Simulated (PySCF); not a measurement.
**Radial density of V (vanadium, neutral)**

UHF, [Ar] 3d4 4s1, high-spin 6D determinant (an excited configuration). Computed with PySCF 2.14 in ANO-RCC-VTZP, with the spin-free X2C one-electron Hamiltonian (Gaussian nucleus).

| r (bohr) | 4πr²ρ (e/bohr) | 4πr²(ρα − ρβ) |
| --- | --- | --- |
| 0.00118 | 0.1898 | 0.0000 |
| 0.00199 | 0.4837 | 0.0001 |
| 0.00335 | 1.207 | 0.0002 |
| 0.00563 | 2.904 | 0.0006 |
| 0.00947 | 6.570 | 0.0013 |
| 0.0159 | 13.32 | 0.0024 |
| 0.0268 | 22.33 | 0.0035 |
| 0.0450 | 27.47 | 0.0016 |
| 0.0758 | 22.99 | -0.0058 |
| 0.127 | 22.05 | 0.0008 |
| 0.214 | 29.78 | 0.1202 |
| 0.361 | 16.74 | 0.6503 |
| 0.607 | 9.617 | 1.8488 |
| 1.02 | 10.62 | 2.4405 |
| 1.72 | 3.084 | 1.5679 |
| 2.89 | 0.7383 | 0.7037 |
| 4.85 | 0.1883 | 0.1883 |
| 8.17 | 0.01305 | 0.0130 |
| 13.7 | 0.0002418 | 0.0002 |

Densities and radii are taken from the X2C orbitals without a picture-change correction, which distorts them close to the nucleus.

(1) Where is the radial spin density 4πr²(ρα − ρβ) most negative, and why is it negative at all?

Results:

(1) Around r = 0.0758 bohr, down to -0.0058 e/bohr: exchange with the open shell polarises the paired shells in an unrestricted calculation.
